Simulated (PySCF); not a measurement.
# Predicted spectroscopic data

Computed data (PySCF 2.14.0 with density-fitted response routines): structure optimised with PBE0-D3(BJ)/def2-SVP, PBE0/pcSseg-1 with gauge-including orbitals. Non-relativistic, rapidly exchanging positions averaged, a single conformation, no solvent.

Shifts are taken against calculated references (same method and geometry level): TMS for 1H (σ = 31.27 ppm) and 13C (σ = 184.41 ppm). Where no couplings were computed, multiplicities follow the n + 1 count of equivalent neighbours, and m marks all less simple cases (inequivalent or close neighbours, rings, F or P nearby). Couplings to H on boron are left out. Carbons bonded to boron are broad in practice. Shifts are as computed. Against solution values, carbons near 30 ppm lie about +2 ppm off and those near 130 ppm about +5 ppm. Of 1211 compounds with measured shifts, 218 miss one by over three times the rms of a fit or turn the order of signals round; such compounds aren't used in these exercises.

Compound 1 (C5H10B2Cl2). 1H NMR (400 MHz, computed): δ 7.66 (br, 1H), 2.11 (m, 1H), 2.03 (m, 1H), 2.01 (m, 1H), 2.00 (m, 1H), 1.72 (m, 1H), 1.68 (m, 1H), 1.24 (m, 1H), 0.78 (m, 1H), 0.62 (m, 1H). 13C{1H} NMR (computed): δ 38.0, 33.5, 31.2, 29.5, 25.0. Structure: `InChI=1S/C5H10B2Cl2/c8-7(9)5-2-1-3-6-4-5/h5-6H,1-4H2/t5-/m0/s1`.

Compound 2 (C9H10). 1H NMR (400 MHz, computed): δ 7.15 (m, 1H), 7.07 (m, 1H), 7.01 (s, 1H), 3.14 (m, 2H), 3.12 (m, 2H), 2.36 (s, 3H). 13C{1H} NMR (computed): δ 150.1, 146.9, 141.7, 133.3, 128.3, 127.6, 30.7, 30.5, 24.0. Structure: SMILES Cc1ccc2c(c1)CC2.
